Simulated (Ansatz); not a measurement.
Reaction: GeNH5 (SMILES [NH2][GeH3]) → GeNH4 (SMILES [NH2][GeH2], doublet) + H (doublet) (the Ge-H bond breaks)
Each species at its own B3LYP-D3(BJ)/def2-TZVP minimum (Ansatz, an electronic-structure program).

Quantity: bond dissociation energy (electronic), in kcal/mol. Open shells are spin-unrestricted; no spin-orbit coupling. Cores are frozen in correlated methods (noble-gas shells, and filled d and f shells in the p block). No relativity. CBS(X,Y): correlation extrapolated as X^-3, Hartree-Fock from the larger set. A bracket is a step between two methods taken in the basis named. Double hybrids freeze cores in their MP2 part. For partners of very few electrons the exact lower level stands in for a higher one.

CCSD(T)/CBS(cc-pVTZ,cc-pVQZ) + [CCSDT(Q) - CCSD(T)]/cc-pVTZ (Ansatz) gives 87.2 kcal/mol.

### Question
What does PBE/def2-TZVPD (Ansatz) give here, and how do the other levels compare?

### Answer
PBE gives 80.3 kcal/mol, 6.9 kcal/mol below it. Differences of the others: r2SCAN/def2-TZVPD (Ansatz) -4.9; wB97M-V/def2-TZVPD (Ansatz) -1.6; B2PLYP/def2-TZVPD (Ansatz) -3.3; CCSD(T)/CBS(cc-pVTZ,cc-pVQZ) (Ansatz) 0.1 kcal/mol.
